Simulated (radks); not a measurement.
Spherical quantum dot in the effective-mass picture: electrons in a hard-walled sphere of radius 7.51, with a point charge +2 (a donor) at the centre, all in effective atomic units (hartree* = m*/eps^2 hartree, bohr* = eps/m* bohr), one dielectric constant everywhere. Method: non-relativistic Kohn-Sham, exchange-only LDA, spin-polarised, spherical densities; computed with a radial shooting solver with Libxc functionals. Levels are named by radial order and angular momentum (1s, 1p, 1d, 2s, ...), and open shells are averaged over m. Results are scaled to m* = 0.046 and eps = 14.6, for which hartree* = 5.872 meV and bohr* = 16.8 nm. Each electron was tried in the lowest free levels, single moves between levels near the top were tried too, and the lowest total energy was kept; such a search can miss a lower state. At N = 1 the Hartree and exchange-correlation terms need not cancel, so that row can carry a self-interaction error.

\begin{tabular}{lrrrrrr}
N & open shells & 2S & E (meV) & addition energy mu(N+1) - mu(N) (meV) & e(HOMO) (meV) & rms radius (nm) \\ \hline
1 & 1s(up 1, down 0) & 1 & -11.2311 & 6.468 & -8.6855 & 15.09 \\
2 & none & 0 & -15.9938 & 5.577 & -3.0356 & 19.35 \\
3 & 2s(up 1, down 0) & 1 & -15.1792 & 1.152 & 1.2501 & 47.06 \\
4 & 1p(up 1, down 0) 2s(up 1, down 0) & 2 & -13.2128 & 0.9862 & 2.4583 & 57.54 \\
5 & 1p(up 2, down 0) 2s(up 1, down 0) & 3 & -10.2601 & 0.9862 & 3.4467 & 63.97 \\
6 & 1p(up 3, down 0) 2s(up 1, down 0) & 4 & -6.32130 & 1.353 & 4.4298 & 68.51 \\
7 & 1p(up 3, down 0) & 3 & -1.02916 & 1.018 & 5.6592 & 71.95 \\
8 & 1p(up 3, down 1) & 2 & 5.28084 & 0.8875 & 6.7478 & 74.71 \\
9 & 1p(up 3, down 2) & 1 & 12.4783 & 0.9105 & 7.6506 & 76.97 \\
10 & none & 0 & 20.5863 & 1.406 & 8.5667 & 78.87 \\
11 & 1d(up 1, down 0) & 1 & 30.1003 & 0.9007 & 9.9634 & 80.72 \\
12 & 1d(up 2, down 0) & 2 & 40.5151 & 0.9054 & 10.867 & 82.28 \\
13 & 1d(up 3, down 0) & 3 & 51.8353 & 0.9079 & 11.774 & 83.64 \\
14 & 1d(up 4, down 0) & 4 & 64.0634 & 0.9091 & 12.683 & 84.82 \\
15 & 1d(up 5, down 0) & 5 & 77.2007 & 1.230 & 13.592 & 85.88 \\
16 & 1d(up 5, down 1) & 4 & 91.5684 & 0.8791 & 14.806 & 86.82 \\
17 & 1d(up 5, down 2) & 3 & 106.815 & 0.8852 & 15.689 & 87.68 \\
18 & 1d(up 5, down 3) & 2 & 122.947 & 0.8891 & 16.576 & 88.45 \\
19 & 1d(up 5, down 4) & 1 & 139.968 & 0.8916 & 17.467 & 89.17 \\
20 & none & 0 & 157.881 & 1.484 & 18.359 & 89.82 \\
21 & 1f(up 1, down 0) & 1 & 177.278 & 0.8843 & 19.839 & 90.48 \\
22 & 1f(up 2, down 0) & 2 & 197.559 & 0.8857 & 20.724 & 91.09 \\
23 & 1f(up 3, down 0) & 3 & 218.726 & 0.8866 & 21.610 & 91.66 \\
24 & 1f(up 4, down 0) & 4 & 240.780 & 0.8872 & 22.497 & 92.18 \\
25 & 1f(up 5, down 0) & 5 & 263.721 & 0.8876 & 23.385 & 92.67 \\
26 & 1f(up 6, down 0) & 6 & 287.549 & 0.8877 & 24.272 & 93.13 \\
27 & 1f(up 7, down 0) & 7 & 312.266 & 1.187 & 25.160 & 93.56 \\
28 & 1f(up 7, down 1) & 6 & 338.169 & 0.8722 & 26.339 & 93.97 \\
29 & 1f(up 7, down 2) & 5 & 364.944 & 0.8740 & 27.212 & 94.36 \\
30 & 1f(up 7, down 3) & 4 & 392.593 & 0.8754 & 28.087 & 94.72 \\
31 & 1f(up 7, down 4) & 3 & 421.118 & 0.8764 & 28.963 & 95.07 \\
32 & 1f(up 7, down 5) & 2 & 450.519 & 0.8771 & 29.839 & 95.40 \\
33 & 1f(up 7, down 6) & 1 & 480.797 & 0.8777 & 30.717 & 95.71 \\
34 & none & 0 & 511.953 & 1.582 & 31.595 & 96.01 \\
35 & 1g(up 1, down 0) & 1 & 544.690 & 0.8727 & 33.174 & 96.32 \\
36 & 1g(up 2, down 0) & 2 & 578.301 & 0.8732 & 34.047 & 96.61 \\
37 & 1g(up 3, down 0) & 3 & 612.784 & 0.8735 & 34.920 & 96.89 \\
38 & 1g(up 4, down 0) & 4 & 648.142 & 0.8737 & 35.794 & 97.16 \\
39 & 1g(up 5, down 0) & 5 & 684.373 & 0.8739 & 36.668 & 97.42 \\
40 & 1g(up 6, down 0) & 6 & 721.477 & 0.8740 & 37.542 & 97.66 \\
41 & 1g(up 7, down 0) & 7 & 759.456 & 0.8740 & 38.416 & 97.90 \\
42 & 1g(up 8, down 0) & 8 & 798.309 & 0.8740 & 39.290 & 98.13 \\
43 & 1g(up 9, down 0) & 9 & 838.036 & 1.157 & 40.164 & 98.35 \\
44 & 1g(up 9, down 1) & 8 & 878.919 & - & 41.316 & 98.56 \\
\end{tabular}

All shells are closed at N = 2, 10, 20, 34 (there: 1s2 1p6 1d10 2s2 1f14); the second difference of the energy has clear peaks (12 % above both neighbours; the first and last values, which can be the largest, are not judged, and half-filled shells can peak too) at N = 6, 10, 15, 20, 27, 34.
